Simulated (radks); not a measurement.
Results of a calculation; reference values are marked as such.
Excited configurations of Ba2+: one electron is placed in a higher orbital outside [Kr] 4d10 5s2 5p5. The ground configuration is [Xe]. Level of theory: scalar-relativistic Kohn-Sham, LDA (Slater exchange, Perdew-Wang correlation), spin-polarised, spherical densities, point nucleus; open shells are filled with parallel spins first (spin-orbit coupling, left out, can overturn this in heavy ions) (a radial shooting solver on a logarithmic mesh with Libxc functionals). Excitation = E - E(ground); binding = E(ion) - E, where the ion is the core of charge +3; n* = 3/sqrt(2 binding) in atomic units, and the quantum defect is n - n*.

| outer orbital | excitation (eV) | binding (eV) | n* | eigenvalue (eV) |
|---|---|---|---|---|
| 4f | 20.402 | 16.065 | 2.761 | -9.761 |
| 5d | 17.799 | 18.667 | 2.561 | -14.713 |
| 6s | 19.045 | 17.422 | 2.651 | -14.827 |
| 6p | 22.751 | 13.716 | 2.988 | -11.616 |
| 6d | 27.343 | 9.123 | 3.664 | -7.689 |
| 6f | 31.245 | 5.221 | 4.843 | -4.366 |
| 7s | 27.256 | 9.210 | 3.646 | -7.968 |
| 7p | 28.714 | 7.753 | 3.974 | -6.673 |
| 7d | 30.782 | 5.685 | 4.641 | -4.875 |

The Delta-SCF ionisation energy is 36.467 eV (NIST Atomic Spectra Database: 35.844 eV, measured). Self-interaction in the functional shifts the binding energies and quantum defects, so they are the method's values and not measured ones. Open shells are spherical and high-spin; term and fine-structure splittings are not resolved. Spin-orbit splitting is averaged out at the scalar-relativistic level.
